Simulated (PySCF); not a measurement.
SbI3.
Bonds: Sb1–I2, Sb1–I3, Sb1–I4.

Computed by this run: PBE0-D3(BJ)/def2-SVP geometry optimisation, gas phase, def2 core potentials past Kr (PySCF); density fitting, grid level 1; the optimiser is geomeTRIC in internal coordinates, started from a GFN2-xTB structure with every atom displaced at random (about 0.03 Å).

Step 0: E = -30844.8894 eV
```
atom  x, y, z in Å  |  force x, y, z in eV/Å
Sb1     0.0556   -0.0719    1.0148   -0.547   1.008  -0.165
I2      2.3806   -0.0443   -0.3265    0.442   0.036  -0.139
I3     -1.2318    2.0804   -0.3752    0.383  -0.583   0.492
I4     -1.1212   -2.0546   -0.3435   -0.278  -0.461  -0.188
```

Step 1: E = -30844.9644 eV
```
atom  x, y, z in Å  |  force x, y, z in eV/Å
Sb1     0.0144   -0.0050    0.9686    0.273  -0.545  -0.008
I2      2.4492    0.0139   -0.3254   -0.159  -0.020   0.109
I3     -1.1757    2.0118   -0.3316   -0.236   0.416  -0.229
I4     -1.2047   -2.1111   -0.3420    0.122   0.149   0.128
```

Step 2: E = -30844.9826 eV
```
atom  x, y, z in Å  |  force x, y, z in eV/Å
Sb1     0.0252   -0.0277    0.9639   -0.062   0.067  -0.175
I2      2.4443   -0.0068   -0.3201   -0.065  -0.003   0.042
I3     -1.2033    2.0627   -0.3392    0.080  -0.123   0.088
I4     -1.1829   -2.1186   -0.3352    0.047   0.059   0.045
```

Task: Estimate the geometry and energy of step 3. (The exact step hangs on the optimiser's Hessian estimate; all steps are aligned on step 2, rigid shifts and turns removed.)

Result: E = -30844.9842 eV, largest force 0.093 eV/Å
```
atom  x, y, z in Å  |  force x, y, z in eV/Å
Sb1     0.0220   -0.0259    0.9546   -0.032   0.051   0.071
I2      2.4314   -0.0084   -0.3182    0.067   0.000  -0.029
I3     -1.1961    2.0541   -0.3349   -0.004   0.015  -0.004
I4     -1.1741   -2.1103   -0.3320   -0.031  -0.066  -0.037
```

The energy changes by -0.0015 eV. The first-order estimate −F·Δx gives -0.0059 eV and the mean of the old and new forces, exact on a quadratic surface, -0.0017 eV. The step makes an angle of 30° with the force vector and moves no atom by more than 0.013 Å.

The cost below is that of the whole optimisation. Time: 90 s of wall time; peak memory 0.41 GiB. Hardware: an Arm Neoverse N1 with one thread, shared host with 64 logical CPUs at a one-minute load of 14.
